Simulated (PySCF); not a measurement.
Zn(H)(iPr), C3H8Zn, SMILES C[CH](C)[ZnH] (CAM-B3LYP/def2-SVP optimised geometry):

```
12

Zn     1.055     0.442     0.000
H      2.601     0.442     0.000
C     -0.909     0.455    -0.003
C     -1.497     0.104     1.366
C     -1.496    -0.436    -1.101
H     -1.193     1.499    -0.232
H     -2.601     0.165     1.359
H     -1.243    -0.925     1.672
H     -1.143     0.777     2.164
H     -1.142    -0.159    -2.107
H     -2.601    -0.378    -1.120
H     -1.242    -1.499    -0.949
```

Computed with CAM-B3LYP/def2-TZVP (PySCF).

**Question.** What are the frontier orbital energies and the dipole moment?

**Answer.** HOMO-2 -10.72 eV, HOMO-1 -10.45 eV, HOMO -8.08 eV, LUMO 0.36 eV, LUMO+1 0.40 eV; dipole moment 0.49 D.

Meta-Löwdin charges at CAM-B3LYP/def2-TZVP: Zn1 0.95, H2 -0.44, C3 -0.53, C4 -0.32, C5 -0.32, H6 0.09, H7 0.09, H8 0.10, H9 0.10, H10 0.10, H11 0.09, H12 0.10.
